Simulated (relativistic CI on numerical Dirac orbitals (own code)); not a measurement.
Computed by Dirac-Coulomb-Breit CI, KLI orbitals optimised for each configuration, model QED (radiative potential, 1s self-energy scaled to tabulated hydrogen-like ionisation energies), unscaled Slater integrals (own radial code, finite nucleus).

The strongest absorption lines from the ground level of an ion, among the configurations computed and to levels below about 2250 eV (vacuum wavelength in Å, gf): 5.5320 (0.073), 5.5494 (0.66), 5.5537 (0.44), 5.5722 (0.31), 5.5762 (0.076), 24.118 (1.9), 25.504 (1.3), 26.679 (0.13).

(1) Which ion is it?
A. Ac LXV
B. Tm XLV
C. Au LV
D. W L

Results:

(1) C. Au LV has 25 electrons and the ground level 3s²3p⁶3d⁷ ⁴F9/2; the strongest line goes to 3s²3p⁵3d⁸ ⁴D°7/2. The pattern of lines fixes the number of electrons, and along that sequence the line energies rise steadily with the charge (about as its square where n changes within one kind of shell, about linearly where n is kept but much faster in heavy ions where fine structure, which grows about as Z⁴, sets the gap, and irregularly where shells cross), which fixes Z. Configurations outside the model, such as inner-shell arrays, can give stronger lines. At this charge energies of transitions that change n are usually good to better than 1 %, and those within a shell (Δn = 0) to a few per cent.

LS names give the leading component of a level, which can be under half, so a name can repeat, a term be missing and a line seem to break the LS rules.
